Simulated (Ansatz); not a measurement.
Na6. The state is a triplet with charge 0. Geometry B3LYP/def2-SVP, that of the neutral singlet; atoms count from 1.

```csv
atom,x (Å),y (Å),z (Å)
Na1,2.738,-2.043,-1.946
Na2,1.120,0.921,-1.501
Na3,0.338,-2.008,0.469
Na4,-2.112,-1.741,2.833
Na5,-0.630,3.782,-0.889
Na6,-1.455,1.090,1.034
```

At PBE0/def2-TZVP a singlet of charge 0 lies 1.00 eV below the triplet at the same geometry. The structure comes from a short search, and lower isomers may exist.

Problem. Estimate the Mulliken populations from the PBE0/def2-TZVP orbitals of Ansatz.

Solution. 
```json
{"atom": "Na1", "charge (e)": "-0.15", "spin (α − β)": "0.01"}
{"atom": "Na2", "charge (e)": "0.21", "spin (α − β)": "0.26"}
{"atom": "Na3", "charge (e)": "0.20", "spin (α − β)": "0.21"}
{"atom": "Na4", "charge (e)": "-0.15", "spin (α − β)": "0.76"}
{"atom": "Na5", "charge (e)": "-0.14", "spin (α − β)": "0.64"}
{"atom": "Na6", "charge (e)": "0.03", "spin (α − β)": "0.13"}
```
Mulliken values and Mayer orders depend strongly on the basis.

Problem. Where does the spin sit?

Solution. Summed by element: Na 2.00, of 2 unpaired in all. Largest on single atoms: Na4 0.76, Na5 0.64, Na2 0.26.

Problem. And the Mayer bond orders between bonded heavy atoms (over 0.3)?

Solution. Na1–Na2 0.39 (3.41 Å); Na1–Na3 0.43 (3.40 Å); Na2–Na5 0.33 (3.41 Å).
